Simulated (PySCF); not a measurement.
Hf(Cl)2(OH) (Cl2HHfO), SMILES [OH][Hf]([Cl])[Cl] (connectivity only; charge and spin as stated), neutral, multiplicity 2.

Geometry: PBE0-D3(BJ)/def2-SVP. The multiplicity is an assumed one; other spin states were not compared. The isomer is the one that the SMILES or the coordinates give; other isomers of the formula were not compared. The def2 effective core potentials stand for the cores of Hf; spin–orbit coupling is left out. Other conformers were not sampled.

Method: PBE0-D3(BJ)/def2-SVP in PySCF 2.14.0.

Frequencies are harmonic and unscaled.

Computed normal modes with their intensities:
| mode | ν (cm⁻¹) | IR (km/mol) | moving atoms (share of kinetic energy) |
|---|---|---|---|
| 1 | 74 | 0.0 | O 33 %, Cl 30 %, Hf 29 %, H 9 % |
| 2 | 86 | 3.4 | Cl 82 %, Hf 16 % |
| 3 | 129 | 0.0 | O 67 %, Cl 18 %, H 9 % |
| 4 | 301 | 202.3 | H 88 %, O 12 % |
| 5 | 367 | 20.6 | Cl 91 %, Hf 8 % |
| 6 | 386 | 64.0 | Cl 73 %, Hf 25 % |
| 7 | 410 | 130.1 | H 85 %, O 15 % |
| 8 | 735 | 119.6 | O 85 %, Hf 9 % |
| 9 | 4020 | 366.8 | H 94 % |
